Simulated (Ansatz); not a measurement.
Two isomers of C2H8SSi2: A = `[SiH3][SiH]1CCS1`, B = `C=C(S)[SiH2][SiH3]`.

Computed with Ansatz on PBE0-D4/def2-TZVP structures; ΔE is electronic, products minus reactants. CBS: MP2 limit from def2 TZ/QZ plus the TZ coupled-cluster correction, frozen cores. DFT in def2-TZVPP. B3LYP here is the variant with VWN-RPA as its local correlation; programs differ in this. One conformer a species, not always the lowest.

A:

Z-matrix (Å, degrees):
```
Si
Si 1 2.341
H 1 1.490 2 111.6
H 1 1.488 2 110.1 3 120.7
H 1 1.488 2 109.1 3 -120.0
C 2 1.886 1 115.9 3 80.3
S 2 2.146 1 112.8 3 172.9
H 2 1.491 1 110.3 3 -56.0
C 6 1.540 2 93.2 1 96.5
H 6 1.092 2 110.0 1 -150.0
H 6 1.091 2 119.3 1 -23.7
H 9 1.090 6 111.9 2 -98.7
H 9 1.090 6 114.3 2 137.2
```

B:

```xyz
13

C     0.0221   -0.6868    2.0923
C    -0.3988   -0.7061    0.8267
S    -2.0701   -0.8763    0.3288
Si    0.8139   -0.4845   -0.5902
Si    0.3084    1.4597   -1.7945
H     1.0755   -0.5739    2.3225
H    -0.6557   -0.7813    2.9366
H    -2.6247   -0.9402    1.5530
H     2.1747   -0.4049    0.0038
H     0.7467   -1.6591   -1.5027
H     0.2731    2.6309   -0.8786
H     1.3477    1.6949   -2.8339
H    -1.0126    1.3277   -2.4638
```

(1) Which isomer does CCSD(T)/CBS put lower? Give the gap. (Estimate.)

(2) Give E(B) − E(A) in kJ/mol with PBE-D4, r2SCAN-D4, B3LYP, HF/def2-TZVPP, CCSD/def2-TZVPP, PBE0-D4, CCSD(T)/def2-TZVPP. (Best estimate.)

Largest T1 diagnostic: 0.013.

Answers

(1) The calculation gave: A, by 110.5 kJ/mol.

(2) The calculation gave: PBE-D4 112.2, r2SCAN-D4 110.8, B3LYP 95.7, HF/def2-TZVPP 97.1, CCSD/def2-TZVPP 107.6, PBE0-D4 123.6, CCSD(T)/def2-TZVPP 106.4. None reverses the order clearly.

From PBE to PBE0 (25 % exact exchange), in def2-TZVPP and without D4, E(B) − E(A) moves by +11.6 kJ/mol. In def2-TZVPP, CCSD(T) changes the Hartree–Fock value by +9.3 kJ/mol (the triples alone add −1.2 kJ/mol) and MP2 by +20.2 kJ/mol.
